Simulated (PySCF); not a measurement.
## Germanium: a sound run and one with changed settings

Sound run: Ge⁺ [Ar] 3d10 4s2 4p1, Ge²⁺ [Ar] 3d10 4s2. Calculation: PySCF 2.14, in def2-SVP; the non-relativistic Hamiltonian (point nucleus). In the sound run the correlated levels freeze [Ar] 3d10. The sound run starts from symmetry-adapted Hartree-Fock orbitals and uses a fine grid where one is needed.

Changed run: all electrons correlated in a basis built for the valence shell.

```json
{"species": "Ge⁺", "method": "MP2", "sound run (hartree)": "-2074.81662", "changed run (hartree)": "-2074.98100", "converged": "yes"}
{"species": "Ge²⁺", "method": "MP2", "sound run (hartree)": "-2074.25048", "changed run (hartree)": "-2074.41216", "converged": "yes"}
```

Ionisation energy of Ge⁺:

| method | sound run (eV) | changed run (eV) |
| --- | --- | --- |
| UHF | 15.254 | 15.254 |
| MP2 | 15.405 | 15.479 |
| SCS-MP2 | 15.387 | 15.434 |

A valence basis has no tight correlating functions, so it recovers only part of the core correlation, and not evenly between atom and ion.

For comparison, NIST gives 15.935 eV between the lowest levels.
